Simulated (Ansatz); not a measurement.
Conformers and stereoisomers of `FC(F)C1OC1F`, each relaxed with PBE0-D4/def2-TZVP in Ansatz. CBS adds the triple-zeta coupled-cluster correction to the MP2 limit.

Not all of them had a frequency check.

Conformer A:

Z-matrix (Å, degrees):
```
C
F 1 1.354
C 1 1.499 2 109.6
F 1 1.356 2 107.5 3 -117.7
H 1 1.092 2 108.7 3 124.1
O 3 1.433 1 115.5 2 80.6
C 3 1.453 1 120.3 2 145.7
H 3 1.088 1 114.6 2 -57.7
F 7 1.349 3 119.5 1 2.1
H 7 1.086 3 123.5 1 152.2
```

Conformer B:

```xyz
10

F    -1.625   -0.273   -1.446
C    -0.944    0.568   -0.632
F    -1.651    0.710    0.512
C     0.408   -0.024   -0.356
O     1.206    0.669    0.607
C     0.762   -0.598    0.931
F     1.713   -1.549    0.972
H    -0.885    1.549   -1.116
H     0.944   -0.366   -1.238
H     0.073   -0.686    1.765
```

**Question.** Which is lowest in electronic energy at CCSD(T)/CBS (frozen core, def2 sets), and by how much? (Best estimate.)

**Answer.** Computed: A; B lies 0.7 kJ/mol higher. Gaps under about 2 kJ/mol don't settle the order.

**Question.** Give the energies relative to A (kJ/mol) with PBE-D4/def2-TZVPP, B2PLYP/def2-TZVPP, r2SCAN/def2-TZVPP, SCS-MP2/def2-TZVPP, CCSD(T)/def2-TZVPP, SCS-MP2/def2-QZVPP, CCSD/CBS(def2). (An estimate is asked.)

**Answer.** Ansatz gave: 
```tsv
level	B
PBE-D4/def2-TZVPP	1.1
B2PLYP/def2-TZVPP	0.7
r2SCAN/def2-TZVPP	0.5
SCS-MP2/def2-TZVPP	0.7
CCSD(T)/def2-TZVPP	0.7
SCS-MP2/def2-QZVPP	0.8
CCSD/CBS(def2)	0.6
```
